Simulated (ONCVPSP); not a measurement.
Building the ONCV potential for Cd (Z = 48) (LDA (Perdew-Zunger), fully relativistic).

Input for ONCVPSP 4.0.1:

```
# ATOM AND REFERENCE CONFIGURATION
# atsym  z   nc   nv     iexc    psfile
  Cd 48.00    6    5        3      upf
#
#   n    l    f
    1    0    2.00
    2    0    2.00
    2    1    6.00
    3    0    2.00
    3    1    6.00
    3    2   10.00
    4    0    2.00
    4    1    6.00
    4    2   10.00
    5    0    1.75
    5    1    0.25
#
# PSEUDOPOTENTIAL AND OPTIMIZATION
# lmax
    2
#
#   l,   rc,      ep,       ncon, nbas, qcut
    0    1.45    0.00    5   10    8.00
    1    1.30    0.00    4    8   11.30
    2    1.45    0.00    4    9   11.90
#
# LOCAL POTENTIAL
# lloc, lpopt,  rc(5),   dvloc0
    4    5    1.30    3.00
#
# VANDERBILT-KLEINMAN-BYLANDER PROJECTORs
# l, nproj, debl
    0    3    1.00
    1    2    3.30
    2    1    3.40
#
# MODEL CORE CHARGE
# icmod, fcfact, rcfact
    0    0.00    0.00
#
# LOG DERIVATIVE ANALYSIS
# epsh1, epsh2, depsh
   -5.00    5.00    0.04
#
# OUTPUT GRID
# rlmax, drl
    6.00    0.01
#
# TEST CONFIGURATIONS
# ncnf
    4
# nvcnf
#   n    l    f
    5
    4    0    2.00
    4    1    6.00
    4    2   10.00
    5    0    2.00
    5    1    0.00
#
    5
    4    0    2.00
    4    1    6.00
    4    2   10.00
    5    0    1.00
    5    1    0.00
#
    5
    4    0    2.00
    4    1    6.00
    4    2   10.00
    5    0    0.00
    5    1    0.00
#
    5
    4    0    2.00
    4    1    6.00
    4    2    8.00
    5    0    0.00
    5    1    0.00
#
```

Command:

```bash
oncvpspr.x < Cd.dat > Cd.out
```

Resulting log (shortened: citation, most of the input echo, consistency checks and plot data are left out):

```
ONCVPSP  (Optimized Norm-Conservinng Vanderbilt PSeudopotential)
relativistic version 4.0.1

#   n    l    f        energy (Ha)
    1    0    2.00    -9.7304113D+02
    2    0    2.00    -1.4447092D+02
    2    1    6.00    -1.2751204D+02    -1.3457442D+02
    3    0    2.00    -2.6925107D+01
    3    1    6.00    -2.1692804D+01    -2.2954067D+01
    3    2   10.00    -1.4381296D+01    -1.4637882D+01
    4    0    2.00    -3.9062501D+00
    4    1    6.00    -2.4123769D+00    -2.6292677D+00
    4    2   10.00    -4.4547946D-01    -4.7133424D-01
    5    0    1.75    -2.3182266D-01
    5    1    0.25    -5.6806835D-02    -6.4242284D-02

Reference configufation results
  iterations    27
  all-electron total energy (Ha)   -5.59094595D+03

Begin loop to  construct optimized pseudo wave functions
and semi-local pseudopoentials for all angular momenta

   Wellstate for l =  0  n =  6 kap= -1
     eigenvalue =   0.7682
     asymptotic potential =   1.2682
     half-point radius =  4.1929

Calculating optimized projector #   1

 for l=   0

    Fraction of norm inside rc  0.955209
    Optimizing pswf for qcut=   8.00 a_B^-1,  ecut=  31.96 Ha
    Residual kinetic energy error=  1.09D-04 Ha

    Energy error per electron        Cutoff
         Ha          eV             Ha
         0.01000     0.27211       21.30
         0.00100     0.02721       26.77
         0.00010     0.00272       33.14
         0.00001     0.00027      133.45

Calculating optimized projector #   2

 for l=   0

    Fraction of norm inside rc  0.055289
    Optimizing pswf for qcut=   8.00 a_B^-1,  ecut=  31.96 Ha
    Residual kinetic energy error=  4.77D-05 Ha

    Energy error per electron        Cutoff
         Ha          eV             Ha
         0.01000     0.27211       15.90
         0.00100     0.02721       24.48
         0.00010     0.00272       30.14
         0.00001     0.00027       62.50

Calculating optimized projector #   3

 for l=   0

    Fraction of norm inside rc  0.057163
    Optimizing pswf for qcut=   8.00 a_B^-1,  ecut=  31.96 Ha
    Residual kinetic energy error=  6.70D-05 Ha

    Energy error per electron        Cutoff
         Ha          eV             Ha
         0.01000     0.27211       17.04
         0.00100     0.02721       25.28
         0.00010     0.00272       31.00
         0.00001     0.00027       49.78

Calculating optimized projector #   1

 for l=   1

    Fraction of norm inside rc  0.838619
    Optimizing pswf for qcut=  11.32 a_B^-1,  ecut=  64.02 Ha
    Residual kinetic energy error=  2.81D-07 Ha

    Energy error per electron        Cutoff
         Ha          eV             Ha
         0.01000     0.27211       28.85
         0.00100     0.02721       41.30
         0.00010     0.00272       49.58
         0.00001     0.00027       55.65

Calculating optimized projector #   2

 for l=   1

    Fraction of norm inside rc  0.015745
    Optimizing pswf for qcut=  11.32 a_B^-1,  ecut=  64.02 Ha
    Residual kinetic energy error=  4.52D-08 Ha

    Energy error per electron        Cutoff
         Ha          eV             Ha
         0.01000     0.27211        9.85
         0.00100     0.02721       23.47
         0.00010     0.00272       40.30
         0.00001     0.00027       49.74

Calculating optimized projector #   1

 for l=   1

    Fraction of norm inside rc  0.862242
    Optimizing pswf for qcut=  11.32 a_B^-1,  ecut=  64.02 Ha
    Residual kinetic energy error=  2.76D-07 Ha

    Energy error per electron        Cutoff
         Ha          eV             Ha
         0.01000     0.27211       25.58
         0.00100     0.02721       40.71
         0.00010     0.00272       49.20
         0.00001     0.00027       55.48

Calculating optimized projector #   2

 for l=   1

    Fraction of norm inside rc  0.016818
    Optimizing pswf for qcut=  11.32 a_B^-1,  ecut=  64.02 Ha
    Residual kinetic energy error=  6.16D-08 Ha

    Energy error per electron        Cutoff
         Ha          eV             Ha
         0.01000     0.27211       10.81
         0.00100     0.02721       17.44
         0.00010     0.00272       40.43
         0.00001     0.00027       50.27

Calculating optimized projector #   1

 for l=   2

    Fraction of norm inside rc  0.678187
    Optimizing pswf for qcut=  11.89 a_B^-1,  ecut=  70.71 Ha
    Residual kinetic energy error=  7.47D-09 Ha

    Energy error per electron        Cutoff
         Ha          eV             Ha
         0.01000     0.27211       29.87
         0.00100     0.02721       39.20
         0.00010     0.00272       47.27
         0.00001     0.00027       54.40

Calculating optimized projector #   1

 for l=   2

    Fraction of norm inside rc  0.691212
    Optimizing pswf for qcut=  11.89 a_B^-1,  ecut=  70.71 Ha
    Residual kinetic energy error=  8.34D-09 Ha

    Energy error per electron        Cutoff
         Ha          eV             Ha
         0.01000     0.27211       30.43
         0.00100     0.02721       39.76
         0.00010     0.00272       47.81
         0.00001     0.00027       54.89

Construct Vanderbilt / Kleinmman-Bylander projectors

B matrix Hermiticity error, ll=  0  kap= -1
   1   2    5.0697D-04
   1   3   -6.2370D-04
   2   3    4.2461D-05

  Orthonormal projector coefficients  2.9736E+01  6.2316E+00 -5.1393E-01

B matrix Hermiticity error, ll=  1  kap= -2
   1   2    1.8324D-04

  Orthonormal projector coefficients  8.1657E+00 -1.1558E+00

B matrix Hermiticity error, ll=  1  kap=  1
   1   2    2.1553D-04

  Orthonormal projector coefficients  8.4368E+00 -1.3775E+00

 Orthonormal scalar projector coefficients, l =  1
  8.2372E+00 -1.2211E+00  1.0310E-02 -3.8999E-06

 Orthonormal spin-orbit projector coefficients, l =  1
 -6.2557E-01  5.7165E-01  2.1199E-02 -2.1341E-04

 Orthonormal scalar projector coefficients, l =  2
 -3.1104E+00 -6.7023E-05

 Orthonormal spin-orbit projector coefficients, l =  2
  5.1717E-02 -2.6873E-03

Pseudoatom total energy -167.601711

Diagnostic tests using Vanderbilt-Kleinman-Bylander pseudopotentials
  relativistic with J = L +/- 1/2 projectors

   l  kap   rcore       rmatch      e in        delta e    norm test   slope test

   0  -1   1.4512111   1.4952730  -3.9062501   0.0000039   1.0002519   1.0002354
   0  -1   1.4512111   1.4952730  -0.2318227   0.0000065   1.0000517   1.0000395
   0  -1   1.4512111   1.4952730   0.7681773   0.0000555   1.0003273   1.0003273

   1  -2   1.3030676   1.3426315  -2.4123769  -0.0000140   1.0001994   1.0002263
   1   1   1.3030676   1.3426315  -2.6292677   0.0000029   1.0002123   1.0002167
   1  -2   1.3030676   1.3426315  -0.0568068   0.0000025   1.0000770   1.0000674
   1   1   1.3030676   1.3426315  -0.0642423   0.0000076   1.0001328   1.0001216

   2  -3   1.4512111   1.4952730  -0.4454795  -0.0000123   0.9999953   1.0000302
   2   2   1.4512111   1.4952730  -0.4713342   0.0000062   1.0000035   0.9999877

Diagnostic tests using Vanderbilt-Kleinman-Bylander pseudopotentials
  relativistic with scalar and spin-orbit non-local projectors

   l  kap   rcore       rmatch      e in        delta e    norm test   slope test

   0  -1   1.4512111   1.4952730  -3.9062501   0.0000039   1.0002519   1.0002354
   0  -1   1.4512111   1.4952730  -0.2318227   0.0000065   1.0000517   1.0000395
   0  -1   1.4512111   1.4952730   0.7681773   0.0000555   1.0003273   1.0003273

   1  -2   1.3030676   1.3426315  -2.4123769  -0.0000116   1.0002004   1.0002281
   1   1   1.3030676   1.3426315  -2.6292677  -0.0000008   1.0002105   1.0002137
   1  -2   1.3030676   1.3426315  -0.0568068   0.0000025   1.0000775   1.0000675
   1   1   1.3030676   1.3426315  -0.0642423   0.0000076   1.0001311   1.0001213

   2  -3   1.4512111   1.4952730  -0.4454795  -0.0000046   0.9999946   1.0000408
   2   2   1.4512111   1.4952730  -0.4713342   0.0000141   1.0000027   0.9999976

Ghost test for J = L + 1/2

 Testing for bound ghosts
   n   l    E NL Schr. Eq   E Basis Diag.   E Cutoff

   1   0       -3.906246       -3.906245    266.25
   2   0       -0.231816       -0.150592    266.25

   2   1       -2.412391       -2.412357    178.85
   3   1       -0.056804        0.254396    178.85

   3   2       -0.445492       -0.443002    163.64

 Testing for highly-localized positive-energy ghosts
       l    <radius>/rc     E Basis Diag.   E Cutoff

       0        0.863893       26.058747    266.25  WARNING - GHOST(+)

Ghost test for J = L - 1/2

 Testing for bound ghosts
   n   l    E NL Schr. Eq   E Basis Diag.   E Cutoff

   1   0       -3.906246       -3.906245    266.25
   2   0       -0.231816       -0.150592    266.25

   2   1       -2.629265       -2.629245    178.85
   3   1       -0.064235        0.220262    178.85

   3   2       -0.471328       -0.469167    163.64

 Testing for highly-localized positive-energy ghosts
       l    <radius>/rc     E Basis Diag.   E Cutoff

       0        0.863893       26.058747    266.25  WARNING - GHOST(+)

Test configuration 0

   n   l kap    f        eae           eps        diff
   1   0  -1  2.0000 -973.04112770
   2   0  -1  2.0000 -144.47092278
   2   1  -2  4.0000 -127.51204384
   2   1   1  2.0000 -134.57442097
   3   0  -1  2.0000  -26.92510729
   3   1  -2  4.0000  -21.69280382
   3   1   1  2.0000  -22.95406725
   3   2  -3  6.0000  -14.38129649
   3   2   2  4.0000  -14.63788207
   4   0  -1  2.0000   -3.90625010   -3.90624616    3.94E-06
   4   1  -2  4.0000   -2.41237693   -2.41239090   -1.40E-05
   4   1   1  2.0000   -2.62926773   -2.62926481    2.92E-06
   4   2  -3  6.0000   -0.44547946   -0.44549180   -1.23E-05
   4   2   2  4.0000   -0.47133424   -0.47132801    6.23E-06
   5   0  -1  1.7500   -0.23182266   -0.23181619    6.48E-06
   5   1  -2  0.1667   -0.05680684   -0.05680432    2.51E-06
   5   1   1  0.0833   -0.06424228   -0.06423466    7.62E-06

    Total energies and differences
      AE_ref= -5.59094595E+03  AE_tst= -5.59094595E+03  dif=  0.00E+00
      PS_ref= -1.67601711E+02  PS_tst= -1.67601711E+02  dif= -2.84E-14
      PSP excitation error=  2.84E-14

Test configuration 1

   n   l kap    f        eae           eps        diff
   1   0  -1  2.0000 -973.02212809
   2   0  -1  2.0000 -144.45241816
   2   1  -2  4.0000 -127.49353092
   2   1   1  2.0000 -134.55589798
   3   0  -1  2.0000  -26.90639325
   3   1  -2  4.0000  -21.67409308
   3   1   1  2.0000  -22.93536160
   3   2  -3  6.0000  -14.36263393
   3   2   2  4.0000  -14.61922224
   4   0  -1  2.0000   -3.88719926   -3.88712005    7.92E-05
   4   1  -2  4.0000   -2.39326730   -2.39325282    1.45E-05
   4   1   1  2.0000   -2.61017827   -2.61013429    4.40E-05
   4   2  -3  6.0000   -0.42689367   -0.42690652   -1.29E-05
   4   2   2  4.0000   -0.45270019   -0.45269277    7.42E-06
   5   0  -1  2.0000   -0.21907943   -0.21907118    8.25E-06
   5   1  -2  0.0000   -0.04673251   -0.04673251    0.00E+00
   5   1   1  0.0000   -0.05394364   -0.05394364    0.00E+00

    Total energies and differences
      AE_ref= -5.59094595E+03  AE_tst= -5.59098873E+03  dif= -4.28E-02
      PS_ref= -1.67601711E+02  PS_tst= -1.67644493E+02  dif= -4.28E-02
      PSP excitation error= -7.89E-07

Test configuration 2

   n   l kap    f        eae           eps        diff
   1   0  -1  2.0000 -973.35026495
   2   0  -1  2.0000 -144.77689613
   2   1  -2  4.0000 -127.81819813
   2   1   1  2.0000 -134.88066055
   3   0  -1  2.0000  -27.23185710
   3   1  -2  4.0000  -21.99955364
   3   1   1  2.0000  -23.26079785
   3   2  -3  6.0000  -14.68778175
   3   2   2  4.0000  -14.94435579
   4   0  -1  2.0000   -4.21471069   -4.21496129   -2.51E-04
   4   1  -2  4.0000   -2.72128629   -2.72139130   -1.05E-04
   4   1   1  2.0000   -2.93802893   -2.93816056   -1.32E-04
   4   2  -3  6.0000   -0.75185815   -0.75187225   -1.41E-05
   4   2   2  4.0000   -0.77798050   -0.77798231   -1.81E-06
   5   0  -1  1.0000   -0.49452161   -0.49452156    4.94E-08
   5   1  -2  0.0000   -0.27581696   -0.27581696    0.00E+00
   5   1   1  0.0000   -0.28905087   -0.28905087    0.00E+00

    Total energies and differences
      AE_ref= -5.59094595E+03  AE_tst= -5.59063486E+03  dif=  3.11E-01
      PS_ref= -1.67601711E+02  PS_tst= -1.67290629E+02  dif=  3.11E-01
      PSP excitation error=  5.51E-06

Test configuration 3

psatom_r: WARNING lschvkbb convergence error n,l,kap,iter=   3   1  -2

ea(ii),et,emin,emax -6.131605E-02 -6.744765E-02 -6.744765E-02 -6.744765E-02
run_config_r: WARNING for fully non-local PS atom,
 WARNING no output for configuration 4

Test configuration 4

psatom_r: WARNING lschvkbb convergence error n,l,kap,iter=   3   1  -2

ea(ii),et,emin,emax -5.680432E-02 -6.248475E-02 -6.248475E-02 -6.248475E-02
run_config_r: WARNING for fully non-local PS atom,
 WARNING no output for configuration 5
```

The run took about 8.6 s on one core of a shared server CPU.
